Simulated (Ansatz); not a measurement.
Mulliken charges of ClFH3NSSi2 (`N[Si@@H]1S[Si@]1(F)Cl`) from r2SCAN/def2-TZVPP in Ansatz (PBE0-D4/def2-TZVP geometry).

```tsv
atom	x (Å)	y (Å)	z (Å)	charge (e)
N1	1.072	-1.441	0.503	-0.436
Si2	0.712	0.191	0.230	0.336
S3	-0.949	1.161	1.302	-0.301
Si4	-1.119	0.943	-0.786	0.631
F5	-1.241	2.288	-1.623	-0.293
Cl6	-2.626	-0.254	-1.460	-0.220
H7	0.375	-2.166	0.457	0.171
H8	1.887	-1.718	1.026	0.168
H9	1.977	0.950	0.333	-0.057
```

**Question.** By hand: the dipole of these point charges (1 e Å = 4.8032 D).

**Answer.** Σ q r = (0.561, -0.390, -0.002) e Å, of length 0.683 e Å = 3.28 D.

**Question.** How does the dipole of the full density compare? (Estimate.)

**Answer.** Ansatz gave: (0.463, -0.516, 0.180) e Å, 3.44 D; the point charges give 0.95 times that, at 20° from its direction.

Point charges leave out the atoms' own dipoles, such as those of lone pairs, and Mulliken's split depends on the basis, so the two needn't agree.
